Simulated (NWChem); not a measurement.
System: CH₃ClGe, singlet; SMILES [CH3][Ge][Cl]

Parts of the log:

```
             Northwest Computational Chemistry Package (NWChem) 7.3.0
             --------------------------------------------------------

 C1  symmetry detected

                             Geometry "geometry" -> ""
                             -------------------------

 Output coordinates in angstroms (scale by  1.889725989 to convert to a.u.)

  No.       Tag          Charge          X              Y              Z
 ---- ---------------- ---------- -------------- -------------- --------------
    1 Ge                  32.0000    -0.49347339     0.48858038     0.00000502
    2 Cl                  17.0000     0.16127581    -1.61974949     0.00000864
    3 C                    6.0000     1.33002434     1.27766886     0.00002707
    4 H                    1.0000     1.29673140     2.37796406     0.00394065
    5 H                    1.0000     1.88467047     0.93163380    -0.88856829
    6 H                    1.0000     1.88791178     0.92555806     0.88415789

 Effective nuclear repulsion energy (a.u.)     235.7665410376

                                 NWChem DFT Module
                                 -----------------

 Summary of "ao basis" -> "ao basis" (spherical)
 ------------------------------------------------------------------------------
       Tag                 Description            Shells   Functions and Types
 ---------------- ------------------------------  ------  ---------------------
 Ge                        def2-tzvp                16       48   6s5p4d1f
 Cl                        def2-tzvp                13       37   5s5p2d1f
 C                         def2-tzvp                11       31   5s3p2d1f
 H                         def2-tzvp                 4        6   3s1p

            General Information
            -------------------
          SCF calculation type: DFT
          Wavefunction type:  closed shell.
          No. of atoms     :     6
          No. of electrons :    58
           Alpha electrons :    29
            Beta electrons :    29
          Charge           :     0
          Spin multiplicity:     1
          Use of symmetry is: off; symmetry adaption is: off
          Maximum number of iterations: 150
          AO basis - number of functions:   134
                     number of shells:    52
          Convergence on energy requested:  1.00D-06
          Convergence on density requested:  1.00D-05
          Convergence on gradient requested:  5.00D-04

              XC Information
              --------------
                       M06-2X Method XC Functional
                     Hartree-Fock (Exact) Exchange  0.540
                        M06-2X Exchange Functional  1.000
                      M06-2X Correlation Potential  1.000

             Grid Information
             ----------------
          Grid used for XC integration:  medium
          Radial quadrature: Mura-Knowles
          Angular quadrature: Lebedev.
          Tag              B.-S. Rad. Rad. Pts. Rad. Cut. Ang. Pts.
          ---              ---------- --------- --------- ---------
          Ge                  1.25      112           9.0       590
          Cl                  1.00       88          11.0       590
          C                   0.70       49          10.0       434
          H                   0.35       45          11.0       434
          Grid pruning is: on
          Number of quadrature shells:   384
          Spatial weights used:  Erf1

      Superposition of Atomic Density Guess
      -------------------------------------

 Sum of atomic energies:       -2573.95450675

      Non-variational initial energy
      ------------------------------

 Total energy =   -2574.754179
 1-e energy   =   -4052.167860
 2-e energy   =    1241.647140
 HOMO         =      -0.237090
 LUMO         =      -0.053189

     ---------------------------------------------
      Total Density - Mulliken Population Analysis
     ---------------------------------------------

    Atom       Charge   Shell Charges
 -----------   ------   -------------------------------------------------------
    1 Ge  32    31.18   2.00  2.00  1.18  0.78  0.99  0.94  5.98  4.40  1.59  0.70  0.50  8.91  1.09  0.03  0.06  0.03
    2 Cl  17    17.55   2.01  0.45  1.52  1.12  0.85  4.19  1.69  1.12  3.00  1.58  0.00  0.02  0.00
    3 C    6     6.81   0.86  1.12  0.57  0.71  0.11  1.30  1.59  0.54  0.01  0.01  0.00
    4 H    1     0.83   0.24  0.44  0.13  0.02
    5 H    1     0.81   0.23  0.43  0.13  0.02
    6 H    1     0.81   0.23  0.43  0.13  0.02

   convergence    iter        energy       DeltaE   RMS-Dens  Diis-err
 ---------------- ----- ----------------- --------- --------- ---------
 d= 0,ls=0.0,diis     1  -2577.1003045110 -2.81D+03  5.05D-03  9.83D-01
 d= 0,ls=0.0,diis     2  -2577.1221413758 -2.18D-02  2.92D-03  1.41D-01
 d= 0,ls=0.0,diis     3  -2577.1333606389 -1.12D-02  1.01D-03  6.97D-02
 d= 0,ls=0.0,diis     4  -2577.1408825004 -7.52D-03  1.55D-04  8.37D-04
 d= 0,ls=0.0,diis     5  -2577.1409526578 -7.02D-05  7.35D-05  5.34D-05
  Resetting Diis
 d= 0,ls=0.0,diis     6  -2577.1409578397 -5.18D-06  1.86D-05  2.78D-06
 d= 0,ls=0.0,diis     7  -2577.1409583082 -4.68D-07  6.79D-06  2.18D-07

         Total DFT energy =    -2577.140958308151
      One electron energy =    -4053.890686362853
           Coulomb energy =     1354.871171911762
    Exchange-Corr. energy =     -113.887984894623
 Nuclear repulsion energy =      235.766541037563

 Numeric. integr. density =       57.999996525416

                       DFT Final Molecular Orbital Analysis
                       ------------------------------------

 Vector   27  Occ=2.000000D+00  E=-3.831950D-01
              MO Center=  1.5D-01, -1.4D+00,  3.1D-05, r^2= 1.5D+00
   Bfn.  Coefficient  Atom+Function         Bfn.  Coefficient  Atom+Function
  ----- ------------  ---------------      ----- ------------  ---------------
    65      0.506717  2 Cl pz                68      0.345436  2 Cl pz
    62      0.248316  2 Cl pz                56     -0.194066  2 Cl pz
    59     -0.096006  2 Cl pz                21      0.087968  1 Ge pz
    18      0.083921  1 Ge pz                93     -0.050327  3 C  pz
    99     -0.043070  3 C  pz                96     -0.040560  3 C  pz

 Vector   28  Occ=2.000000D+00  E=-3.761462D-01
              MO Center=  1.1D-01, -1.1D+00,  1.4D-04, r^2= 2.7D+00
   Bfn.  Coefficient  Atom+Function         Bfn.  Coefficient  Atom+Function
  ----- ------------  ---------------      ----- ------------  ---------------
    64      0.357900  2 Cl py                63      0.321186  2 Cl px
    67      0.246680  2 Cl py                66      0.223584  2 Cl px
    61      0.176648  2 Cl py                 6     -0.172334  1 Ge s
    60      0.159803  2 Cl px                 5     -0.149283  1 Ge s
    55     -0.137097  2 Cl py                17     -0.124651  1 Ge py

 Vector   29  Occ=2.000000D+00  E=-2.901758D-01
              MO Center= -2.8D-01,  4.3D-01, -3.8D-05, r^2= 3.5D+00
   Bfn.  Coefficient  Atom+Function         Bfn.  Coefficient  Atom+Function
  ----- ------------  ---------------      ----- ------------  ---------------
     6      0.445091  1 Ge s                 16     -0.340155  1 Ge px
    19     -0.289090  1 Ge px                 5      0.269742  1 Ge s
    63      0.212315  2 Cl px                91      0.203914  3 C  px
    66      0.193874  2 Cl px                94      0.186827  3 C  px
    10      0.146485  1 Ge px                90     -0.147094  3 C  s

 Vector   30  Occ=0.000000D+00  E=-6.601782D-02
              MO Center= -4.4D-01,  4.4D-01,  9.2D-05, r^2= 3.3D+00
   Bfn.  Coefficient  Atom+Function         Bfn.  Coefficient  Atom+Function
  ----- ------------  ---------------      ----- ------------  ---------------
    21      0.742346  1 Ge pz                18      0.414468  1 Ge pz
    68     -0.204485  2 Cl pz                12     -0.189966  1 Ge pz
    65     -0.136336  2 Cl pz               125      0.129280  5 H  s
   131     -0.129387  6 H  s                 62     -0.081371  2 Cl pz
     9      0.073746  1 Ge pz               124      0.063855  5 H  s

 Vector   31  Occ=0.000000D+00  E= 3.385856D-02
              MO Center= -4.7D-01,  4.7D-01,  6.0D-06, r^2= 4.6D+00
   Bfn.  Coefficient  Atom+Function         Bfn.  Coefficient  Atom+Function
  ----- ------------  ---------------      ----- ------------  ---------------
    20      1.134288  1 Ge py                90     -1.106696  3 C  s
    53      0.558156  2 Cl s                 67      0.426713  2 Cl py
   119      0.417904  4 H  s                131      0.336486  6 H  s
   125      0.333293  5 H  s                 17      0.329560  1 Ge py
    66     -0.198475  2 Cl px                 5     -0.193445  1 Ge s

 Vector   32  Occ=0.000000D+00  E= 6.835253D-02
              MO Center=  8.5D-01,  8.8D-01, -2.4D-03, r^2= 7.1D+00
   Bfn.  Coefficient  Atom+Function         Bfn.  Coefficient  Atom+Function
  ----- ------------  ---------------      ----- ------------  ---------------
    90      4.823365  3 C  s                  6     -1.844509  1 Ge s
   125     -1.592863  5 H  s                131     -1.585912  6 H  s
    19     -1.449590  1 Ge px               119     -1.163710  4 H  s
    98     -0.506705  3 C  py                89     -0.297516  3 C  s
    67      0.272821  2 Cl py                53      0.270401  2 Cl s

     ---------------------------------------------
      Total Density - Mulliken Population Analysis
     ---------------------------------------------

    Atom       Charge   Shell Charges
 -----------   ------   -------------------------------------------------------
    1 Ge  32    31.58   2.00  2.00  1.16  0.80  0.99  0.93  5.98  4.42  1.57  0.95  0.57  8.91  1.06  0.09  0.11  0.03
    2 Cl  17    17.35   2.01  0.43  1.53  1.12  0.83  4.20  1.66  1.14  2.78  1.61  0.01  0.02  0.00
    3 C    6     6.56   0.85  1.12  0.50  0.66  0.14  1.30  1.45  0.50  0.01  0.01  0.00
    4 H    1     0.85   0.27  0.45  0.11  0.02
    5 H    1     0.83   0.26  0.45  0.10  0.02
    6 H    1     0.83   0.26  0.45  0.10  0.02

     -------------------------------------------
      Total Density - Lowdin Population Analysis
     -------------------------------------------

    Atom       Charge   Shell Charges
 -----------   ------   -------------------------------------------------------
    1 Ge  32    31.77   2.00  2.00  1.12  0.85  0.74  0.70  5.92  3.94  2.06  0.96  0.85  8.57  1.19  0.33  0.43  0.11
    2 Cl  17    17.00   1.98  0.84  1.14  0.92  0.81  3.94  1.89  1.26  2.49  1.67  0.00  0.04  0.00
    3 C    6     6.60   0.91  1.04  0.39  0.39  0.22  1.14  1.53  0.83  0.01  0.13  0.01
    4 H    1     0.89   0.25  0.40  0.18  0.06
    5 H    1     0.87   0.25  0.39  0.17  0.06
    6 H    1     0.87   0.25  0.39  0.17  0.06

     Multipole analysis of the density
     ---------------------------------

     L   x y z        total         alpha         beta         nuclear
     -   - - -        -----         -----         ----         -------
     0   0 0 0     -0.000000    -29.000000    -29.000000     58.000000

     1   1 0 0      0.082012      0.041006      0.041006      0.000000
     1   0 1 0      0.925176      0.462588      0.462588     -0.000000
     1   0 0 1     -0.000027     -0.000013     -0.000013      0.000000

     2   2 0 0    -29.210433    -63.968349    -63.968349     98.726266
     2   1 1 0      0.346212     -8.087953     -8.087953     16.522119
     2   1 0 1     -0.000846     -0.000109     -0.000109     -0.000628
     2   0 2 0    -29.492765   -138.686752   -138.686752    247.880740
     2   0 1 1     -0.000011      0.000105      0.000105     -0.000221
     2   0 0 2    -25.959969    -15.785599    -15.785599      5.611229
```

Level: M06-2X/def2-TZVP. Low-valent species are run as closed-shell singlets; no triplet was tried in these runs. The geometry was optimised at PBE0/def2-SVP.

Write an input that gives this output.

This is not unique; one that fits is the input that was run:
```
start job
memory heap 200 mb stack 900 mb global 1100 mb
geometry units angstroms noautoz
  Ge    -0.484892     0.498185     0.003553
  Cl     0.226084    -1.591842    -0.003632
  C      1.316819     1.335825     0.004695
  H      1.254075     2.434816     0.012126
  H      1.879783     1.007572    -0.885415
  H      1.884682     0.995997     0.887280
end
basis spherical
  * library def2-tzvp
end
dft
  xc m06-2x
  iterations 150
  mulliken
end
task dft energy
```
